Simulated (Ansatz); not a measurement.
`Cc1cccc2cc3ccccc3cc12`, 27 atoms. Hardware: 4 threads of Intel Xeon on a shared host.

How many basis functions does each of these Ansatz runs have, and roughly what does it cost? PBE-D4/def2-SVP, charge -1 doublet, relaxation, 5 steps; PBE-D4/def2-SVP, charge 0 triplet at the geometry of the charge 0 singlet, energy, from earlier orbitals; PBE-D4/def2-SVP, charge -1 doublet at the geometry of the charge 0 singlet, energy, from earlier orbitals; B3LYP-D4/6-31G, charge 0 singlet, energy; HF/6-31G, charge 0 singlet, energy; PBE0-D4/def2-SVP, charge -1 doublet at the geometry of the charge 0 singlet, energy; PBE0-D4/def2-TZVP, charge 0 singlet, energy and forces, from earlier orbitals; PBE-D4/def2-SVP, charge 0 singlet, relaxation, 4 steps; PBE0-D4/def2-SVP, charge 0 singlet, energy, from earlier orbitals; PBE-D4/def2-TZVP, charge 0 singlet, energy, from earlier orbitals; PBE0-D4/def2-SVP, charge 0 triplet at the geometry of the charge 0 singlet, energy; PBE0-D4/def2-SVP, charge 1 doublet at the geometry of the charge 0 singlet, energy.

Other jobs shared the machine, so times can vary by a factor of up to 3. A dash marks memory too small to be measured apart from the calling script's.

```tsv
run	functions	fitting or Cholesky vectors	wall time	peak host memory (GiB)
HF/6-31G, charge 0 singlet, energy	159	2289	12 s	–
B3LYP-D4/6-31G, charge 0 singlet, energy	159	2289	17 s	–
PBE-D4/def2-SVP, charge -1 doublet at the geometry of the charge 0 singlet, energy, from earlier orbitals	270	3066	24 s	–
PBE-D4/def2-SVP, charge 0 triplet at the geometry of the charge 0 singlet, energy, from earlier orbitals	270	3066	26 s	–
PBE0-D4/def2-SVP, charge 0 singlet, energy, from earlier orbitals	270	3066	29 s	1.6
PBE-D4/def2-TZVP, charge 0 singlet, energy, from earlier orbitals	537	3228	39 s	1.6
PBE-D4/def2-SVP, charge 0 singlet, relaxation, 4 steps	270	3066	52 s	–
PBE0-D4/def2-SVP, charge 1 doublet at the geometry of the charge 0 singlet, energy	270	3066	54 s	1.9
PBE0-D4/def2-SVP, charge -1 doublet at the geometry of the charge 0 singlet, energy	270	3066	58 s	1.9
PBE0-D4/def2-SVP, charge 0 triplet at the geometry of the charge 0 singlet, energy	270	3066	65 s	1.9
PBE-D4/def2-SVP, charge -1 doublet, relaxation, 5 steps	270	3066	83 s	–
PBE0-D4/def2-TZVP, charge 0 singlet, energy and forces, from earlier orbitals	537	3228	2 min	3.3
```
